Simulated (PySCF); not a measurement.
Working out the ionisation energy of N⁺

N⁺ [He] 2s2 2p2 (3P) → N²⁺ [He] 2s2 2p1 (2P). Computed with PySCF 2.14 in x2c-TZVPPall with one added diffuse shell each of s, p, d type (6s4p3d1f, 40 functions), with the spin-free X2C one-electron Hamiltonian (Gaussian nucleus). Frozen: 1s2. Energies in hartree (1 hartree = 27.21139 eV):

```json
{"part": "UHF", "N⁺ (lower)": "-53.921566", "N²⁺ (upper)": "-52.848345"}
{"part": "CCSD correlation", "N⁺ (lower)": "-0.091822", "N²⁺ (upper)": "-0.082459"}
{"part": "(T)", "N⁺ (lower)": "-0.001584", "N²⁺ (upper)": "-0.001019"}
```

Problem. What does Hartree-Fock give?

Solution. (-52.848345) − (-53.921566) = 1.073221 hartree = 29.204 eV.

Problem. What do CCSD and CCSD(T) give?

Solution. The CCSD correlation energies differ by 0.009363 hartree = 0.255 eV and the triples by 0.000565 hartree = 0.015 eV, so CCSD gives 29.459 eV and CCSD(T) 29.474 eV.

A first-order spin-orbit estimate adds -0.003 eV to CCSD(T) (valence), giving 29.471 eV against 29.601 eV (semi-empirical (NIST evaluation); NIST Atomic Spectra Database, ionization energies).

What remains against the reference includes basis incompleteness, the frozen core and higher excitations.
